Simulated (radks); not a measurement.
Valence configurations of Pm (all share [Xe]). Method: Dirac Kohn-Sham, BLYP, spin-unpolarised, spherical densities, finite nucleus; open shells fill j = l - 1/2 first; Fermi nuclear charge, rms radius 4.962 fm; computed with a radial shooting solver on a logarithmic mesh with Libxc functionals. Energies are relative to 4f5 6s2; eigenvalues in eV.

valence          E (eV)  e(4f5/2)  e(5d3/2)  e(6p1/2)  e(6s1/2)
4f5 6s2           0.000    -2.015         -         -    -3.400
4f4.5 6s2 6p0.5   1.248    -5.947         -    -1.663    -4.193
4f4.5 5d1 6s1.5   1.343    -3.774    -1.821         -    -3.367
4f5 5d1 6s1       1.800    -0.946    -1.134         -    -3.051
4f4 5d1 6s2       2.312    -7.319    -2.762         -    -3.763
4f5 5d2           3.788    -0.411    -0.884         -         -
4f4 6s2 6p1       4.373   -10.396         -    -2.106    -4.956

NIST lists [Xe] 4f5 6s2 as the ground configuration; this level of theory agrees among the configurations tried. The energies are those of spherical spin-averaged densities, not of single terms. No valid solution was reached for [Xe] 4f6 6s1; [Xe] 4f6 6s0.5 6p0.5; [Xe] 4f5.5 6s1.5.
